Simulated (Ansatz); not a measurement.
CH$_{5}$AlFNO, SMILES `N[CH](F)[AlH][OH]`, relaxed with RKS PBE0-D4/def2-TZVP in the Gaussian-basis code of Ansatz from a PBE-D4/def2-SVP geometry. The force threshold is 0.005 eV/Å; the program also tests the step.

Total charge 0; spin multiplicity 1.

Start:

```xyz
10

N     0.153   -1.290    0.844
C    -0.744   -0.279    0.407
F    -1.569   -0.685   -0.707
Al    0.324    1.335   -0.088
O     1.176    1.378   -1.583
H     0.813   -1.590    0.117
H    -0.307   -2.129    1.223
H    -1.456   -0.074    1.239
H     0.543    2.609    0.842
H     1.066    0.725   -2.292
```

```
step  energy (eV)  largest force (eV/Å)  largest move (Å)
   1  -13962.9914                 0.653             0.000
   2  -13963.0302                 0.348             0.035
   3  -13963.0367                 0.046             0.026
   4  -13963.0371                 0.061             0.008
   5  -13963.0375                 0.055             0.016
   6  -13963.0378                 0.033             0.017
   7  -13963.0379                 0.022             0.012
   8  -13963.0380                 0.010             0.004
   9  -13963.0380                 0.010             0.004
  10  -13963.0380                 0.003             0.001
```

End:

```xyz
10

N     0.140   -1.319    0.847
C    -0.694   -0.269    0.417
F    -1.500   -0.641   -0.718
Al    0.346    1.351   -0.090
O     1.140    1.365   -1.587
H     0.839   -1.595    0.173
H    -0.358   -2.139    1.174
H    -1.424   -0.070    1.209
H     0.517    2.615    0.836
H     0.993    0.703   -2.261
```

Hardware: 4 threads of an Arm Neoverse V1 on a shared host. Wall time 33 s, peak host memory 0.45 GiB.
